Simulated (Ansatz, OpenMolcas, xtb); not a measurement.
# How methods differ on CH5GaO (SMILES C[O][GaH2])

CH5GaO has 8 atoms, charge 0, and is taken as a singlet. SMILES: `C[O][GaH2]`. The shape is that of a PBE0-D4/def2-TZVP optimisation.

Quantity: the vertical ionisation energy (to the doublet cation), in eV. The values are calculated.

```
           level                    kind     program  value (eV)
        GFN2-xTB          semi-empirical         xtb       14.47
   SVWN5/cc-pVDZ                     LDA  OpenMolcas        9.94
     PBE/cc-pVDZ                     GGA      Ansatz        9.80
    TPSS/cc-pVDZ                meta-GGA  OpenMolcas        9.95
   B3LYP/cc-pVDZ           global hybrid  OpenMolcas       10.05
   HSE06/cc-pVDZ  range-separated hybrid      Ansatz       10.01
   wB97X/cc-pVDZ  range-separated hybrid      Ansatz       10.11
PBE-QIDH/cc-pVDZ           double hybrid      Ansatz       10.17
RPA@PBE0/cc-pVDZ                     RPA      Ansatz       10.08
    CCSD/cc-pVDZ   coupled cluster or CI      Ansatz        9.96
```

All-electron rows without a relativistic Hamiltonian named are non-relativistic. The values span 9.80 to 14.47 eV. The xTB values lack the empirical shift that such differences need. In the correlated wave-function rows the outer d shell of Ga is correlated, in sets not made for it. The second state's dipole differs much between rows, so they may not all be the same state.
